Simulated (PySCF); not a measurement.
Species: C₄H₁₂Si₂.
Structure used (PBE0-D3(BJ)/def2-SVP), in Å, numbered top down from 1:
```xyz
18
C4H12Si2 angstrom
Si     2.6665   -0.2887   -0.6964
C      0.9748   -1.0869   -0.4620
C     -0.0652   -0.1115    0.0623
C     -1.5379   -0.5975    0.1813
C     -2.3052    0.7367   -0.0006
Si    -0.7739    1.3565   -0.9300
H      3.6634   -1.2676   -1.2306
H      3.1769    0.2493    0.6037
H      2.5545    0.8538   -1.6589
H      1.0816   -1.9567    0.2122
H      0.6588   -1.4945   -1.4391
H      0.2447    0.2891    1.0457
H     -1.7608   -1.2748   -0.6613
H     -1.7646   -1.1528    1.1080
H     -3.2866    0.6730   -0.4900
H     -2.4263    1.2640    0.9592
H     -0.2625    2.7488   -0.7280
H     -0.8269    1.0694   -2.3989
```

The closed-shell ground state was solved at several levels (PySCF, density fitting, gas phase, non-relativistic).

```csv
level,basis functions,total energy (Eh),HOMO (eV),LUMO (eV),gap (eV),dipole (D)
B3LYP/pcSseg-1,176,-738.6144,-7.47,0.13,7.60,0.97
PBE0/pcSseg-1,176,-738.1200,-7.67,0.32,7.99,1.01
```

Q: What might wB97X-D/def2-SVPD (224 basis functions) give for the same quantities?

A: Total energy -738.2642 Eh, HOMO -9.45 eV, LUMO 1.81 eV, gap 11.26 eV, dipole 1.06 D.

Q: Over all these levels, which gives the widest orbital gap and which the narrowest?

A: wB97X-D/def2-SVPD (range-separated hybrid) has the widest, 11.26 eV, and B3LYP/pcSseg-1 (global hybrid, 20 % exact exchange) the narrowest, 7.60 eV. Functional and basis both differ between the two, so the spread mixes both effects.

Q: How far do the dipole and the HOMO energy spread over the levels?

A: The dipole runs from 0.97 to 1.06 D (mean 1.02 D) and the HOMO from -9.45 to -7.47 eV.

One conformer stands for the species.

Note: wB97X-D ran without an empirical dispersion term, which enters the total energy and its gradient alone.
